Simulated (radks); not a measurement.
Problem. All-electron atom: Cr3+ in [Ne] 3s2 3p5 3d3 4f1 (not the ground configuration). All-electron calculation, Dirac Kohn-Sham, LDA (Slater exchange, Perdew-Wang correlation), spin-unpolarised, spherical densities, point nucleus; open shells are shared between the two j in proportion to 2j + 1. Program: a radial shooting solver on a logarithmic mesh with Libxc functionals. Some entries of the table are withheld. Estimate them.

| orbital | occ. | eigenvalue (hartree) | <r> (bohr) |
|---|---|---|---|
| 1s1/2 | 2 | -217.7211 | 0.06367 |
| 2s1/2 | 2 | -26.56664 | 0.2935 |
| 2p1/2 | 2 | -22.92101 | (1) |
| 2p3/2 | 4 | -22.60344 | (2) |
| 3s1/2 | 2 | -4.63194 | 0.8758 |
| 3p1/2 | 1.66667 | (3) | 0.9110 |
| 3p3/2 | 3.33333 | (4) | 0.9185 |
| 3d3/2 | 1.2 | -1.90846 | (5) |
| 3d5/2 | 1.8 | -1.90373 | (6) |
| 4f5/2 | 0.428571 | -0.43311 | (7) |
| 4f7/2 | 0.571429 | -0.43309 | (8) |

Solution. 
(1) 2p1/2 <r> (bohr): 0.2580
(2) 2p3/2 <r> (bohr): 0.2609
(3) 3p1/2 eigenvalue (hartree): -3.59606
(4) 3p3/2 eigenvalue (hartree): -3.55430
(5) 3d3/2 <r> (bohr): 1.017
(6) 3d5/2 <r> (bohr): 1.020
(7) 4f5/2 <r> (bohr): 4.242
(8) 4f7/2 <r> (bohr): 4.242
